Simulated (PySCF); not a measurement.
CH4O2, SMILES OCO.

The structure is a stationary point at B3LYP-D3(BJ)/def2-TZVP. The values are those of a single conformer.

Level of theory: SMD-M06-2X/6-31G* (PySCF).

Solvation free energies are E(SMD) − E(gas) at the gas-phase geometry, for 1 M in both phases. In vacuum the dipole moment is 0.28 D.

Computed solvation free energies in water, dichloromethane, dimethylsulfoxide:
```
solvent            ΔG(solv) (kcal/mol)  its non-electrostatic (CDS) part  dipole (D)
-----------------  -------------------  --------------------------------  ----------
water                             -9.1                               2.4        0.31
dichloromethane                   -5.2                              -0.1        0.30
dimethylsulfoxide                 -5.3                              -1.1        0.27
```
